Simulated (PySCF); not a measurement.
SMILES c1c2C(c3c(C(=O)c2ccc1)cccc3)=O (GFN2-xTB optimised geometry):

```
24

O      2.699    -0.058     0.000
C      1.483    -0.032     0.000
C      0.727     1.240     0.000
C      1.437     2.439     0.000
C      0.773     3.651     0.000
C     -0.614     3.681     0.000
C     -1.330     2.498     0.000
C     -0.673     1.270     0.000
C     -1.483     0.032     0.000
O     -2.699     0.058     0.000
C     -0.727    -1.240     0.000
C     -1.437    -2.439     0.000
C     -0.773    -3.651     0.000
C      0.614    -3.681     0.000
C      1.330    -2.498     0.000
C      0.673    -1.270     0.000
H      2.516     2.392     0.000
H      1.334     4.574     0.000
H     -1.135     4.627     0.000
H     -2.410     2.498     0.000
H     -2.516    -2.392     0.000
H     -1.334    -4.574     0.000
H      1.135    -4.627     0.000
H      2.410    -2.498     0.000
```

Method: PBE0/def2-SVP run with PySCF.

### Question
What are the frontier orbital energies and the dipole moment?

### Answer
HOMO-2 -7.82 eV, HOMO-1 -7.76 eV, HOMO -7.53 eV, LUMO -2.92 eV, LUMO+1 -1.67 eV; dipole moment 0.00 D.

On the same geometry PBE/def2-SVP in PySCF gives HOMO-2 -6.71 eV, HOMO-1 -6.12 eV, HOMO -5.80 eV, LUMO -3.63 eV, LUMO+1 -2.51 eV; dipole moment 0.00 D.

Meta-Löwdin charges at PBE0/def2-SVP: O1 -0.41, C2 0.33, C3 -0.04, C4 -0.08, C5 -0.09, C6 -0.09, C7 -0.08, C8 -0.04, C9 0.33, O10 -0.41, C11 -0.04, C12 -0.08, C13 -0.09, C14 -0.09, C15 -0.08, C16 -0.04, H17 0.13, H18 0.12, H19 0.12, H20 0.13, H21 0.13, H22 0.12, H23 0.12, H24 0.13.
